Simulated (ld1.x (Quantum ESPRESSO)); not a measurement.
Values are calculated unless marked as measured or tabulated.
# Potentials for Si compared

Generated with ld1.x 7.5 (TM, RRKJ, ultrasoft, PAW), atompaw 4.2 or ONCVPSP 4.0.1. The cutoff is in Ry: for ld1.x and atompaw files where the sum of valence levels is converged to 10 mRy in a Bessel basis, for ONCV files where the hardest occupied wave has 1 mHa per electron of residual kinetic energy. The error is the largest all-electron minus pseudo excitation energy over each file’s own four to seven test configurations (ionisations up to +4, promotions, holes and added fractions of an electron), all of which were solved. The labels leave out finer settings (local radius, basis sizes, second energies), which also bear on the numbers. Spin-polarised tests are not counted. The rows are a selection from randomly drawn settings: files with unsolved tests, undetermined cutoffs or missed reference levels are left out.

| potential | cutoff (Ry) | largest error (meV) | bound ghosts |
| --- | --- | --- | --- |
| PAW, PW91, non-relativistic, rc 1.90/1.70/2.25 (spd), local smoothed, core correction yes, reference 3s2 3p0 | 6 | -21 | none |
| TM, PBEsol, non-relativistic, rc 1.75/2.25/2.15 (spd), local s, core correction yes, reference 3s2 3p2 | 15 | +53 | none |
| TM, PW91, non-relativistic, rc 1.70/2.35/2.05 (spd), local smoothed, core correction yes, reference 3s1.5 3p2.5 | 15 | +16 | none |
| RRKJ, PBE, fully relativistic, rc 1.75/2.35/1.80 (spd), local smoothed, core correction no, reference 3s2 3p1.75 | 35 | +111 | none |
| ultrasoft, PBE, scalar-relativistic, rc 1.95/2.60/1.85 (spd), local smoothed, core correction yes, reference 3s2 3p2 | 8 | -19 | none |

Q: Fill in the row for Si: ultrasoft, BLYP, fully relativistic, rc 1.90/1.65/1.70 (spd), local smoothed, core correction yes, reference 3s2 3p2.

A: cutoff 8 Ry, largest error +107 meV, bound ghosts: none.

Q: Fill in the row for Si: TM, LDA (PZ), scalar-relativistic, rc 1.14/2.40/2.60 (spd), local smoothed, core correction yes, reference 3s2 3p2.

A: cutoff 60 Ry, largest error +70 meV, bound ghosts: none.
